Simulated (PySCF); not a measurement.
# Dipole response of Br⁻ (bromine, charge -1)

[Kr], closed-shell 1S. Calculation: PySCF 2.14, in aug-cc-pwCVQZ-PP with ECP10MDF; scalar relativity through the core potential. Coupled (time-dependent) response in atomic units; α is the mean over directions.

| method | mean α (bohr³) | C₆ (like pair) | S(−4) |
| --- | --- | --- | --- |
| UHF | 40.72 | 438.7 | 464.4 |

S(−4) is the Cauchy moment in α(ω) = α(0) + S(−4) ω² + …

α(iu) at UHF:

```csv
u (hartree),α(iu) (bohr³)
0,40.72
0.0500,39.61
0.100,36.76
0.200,29.36
0.300,22.81
0.500,14.22
0.750,8.688
1.00,5.810
1.50,3.123
2.00,1.969
3.00,1.027
5.00,0.4638
```

For an ion, C₆ is the dispersion term alone; charge-induced terms of lower order in 1/R come first.

Energies and moments cover only the electrons outside the core potential.
